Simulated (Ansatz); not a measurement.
Start from `CO[SiH2]C#N` and change one atom or group to get `CO[SiH2][SiH2]N`.

Ansatz, PBE0-D4/def2-TZVP geometries, multiplicity 1. Each molecule was computed in one conformer, which needn't be the lowest.

```tsv
property	`CO[SiH2]C#N`
HOMO energy (ωB97M-V/def2-TZVPP) / eV	-11.39
LUMO energy (B3LYP/def2-TZVPP) / eV	-1.21
size of the dipole moment (B3LYP/def2-TZVPP) / D	3.25
LUMO energy (PBE0/def2-TZVPP) / eV	-1.00
HOMO–LUMO gap (PBE/def2-TZVPP) / eV	5.47
HOMO energy (B3LYP/def2-TZVPP) / eV	-8.77
```

What does the change do to each property? (Estimate.)

Ansatz gave: 
```csv
property,`CO[SiH2][SiH2]N`,shift
HOMO energy (ωB97M-V/def2-TZVPP) / eV,-9.26,2.13
LUMO energy (B3LYP/def2-TZVPP) / eV,-0.36,0.85
size of the dipole moment (B3LYP/def2-TZVPP) / D,2.30,-0.95
LUMO energy (PBE0/def2-TZVPP) / eV,-0.16,0.84
HOMO–LUMO gap (PBE/def2-TZVPP) / eV,4.79,-0.68
HOMO energy (B3LYP/def2-TZVPP) / eV,-6.90,1.87
```

With PBE0 the HOMO rises by 1.90 eV and the LUMO rises by 0.84 eV, so the gap narrows by about 1.06 eV. PBE moves the HOMO by 1.64 eV and ωB97M-V by 2.13 eV. Dipoles are sizes alone; their direction can turn.

B3LYP here is the variant with VWN-RPA as its local correlation; programs differ in this.
